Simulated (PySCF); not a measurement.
Compound: SiPhH3, C6H8Si.
Cartesian coordinates in Å at the PBE0-D3(BJ)/def2-SVP level; atoms count from 1:
```
atom  x, y, z in Å
Si1    0.0164    0.0295   -2.4752
C2     0.0120    0.0192   -0.5968
C3    -1.0209    0.6370    0.1245
C4    -1.0424    0.6036    1.5179
C5    -0.0269   -0.0490    2.2151
C6     1.0091   -0.6663    1.5152
C7     1.0269   -0.6308    0.1221
H8    -1.8221    1.1585   -0.4077
H9    -1.8542    1.0923    2.0624
H10   -0.0409   -0.0741    3.3076
H11    1.8093   -1.1757    2.0579
H12    1.8502   -1.1152   -0.4117
H13    1.4224    0.0408   -2.9827
H14   -0.7072    1.2374   -2.9766
H15   -0.6643   -1.1834   -3.0281
```

The closed-shell ground state was solved at several levels (PySCF, density fitting, gas phase, non-relativistic).

| level | basis functions | HOMO (eV) | LUMO (eV) | gap (eV) | dipole (D) |
| --- | --- | --- | --- | --- | --- |
| wB97X-D/def2-SVPD | 208 | -9.17 | 0.96 | 10.13 | 0.91 |
| B3LYP/pcSseg-1 | 166 | -7.19 | -0.88 | 6.31 | 0.89 |

**Question.** What might PBE0/pcSseg-1 (166 basis functions) give for the same quantities?

**Answer.** HOMO -7.43 eV, LUMO -0.73 eV, gap 6.70 eV, dipole 0.90 D.

**Question.** Over all these levels, which gives the widest orbital gap and which the narrowest?

**Answer.** wB97X-D/def2-SVPD (range-separated hybrid) has the widest, 10.13 eV, and B3LYP/pcSseg-1 (global hybrid, 20 % exact exchange) the narrowest, 6.31 eV. Functional and basis both differ between the two, so the spread mixes both effects.

**Question.** How far do the dipole and the HOMO energy spread over the levels?

**Answer.** The dipole runs from 0.89 to 0.91 D (mean 0.90 D) and the HOMO from -9.17 to -7.19 eV.

One conformer stands for the species.
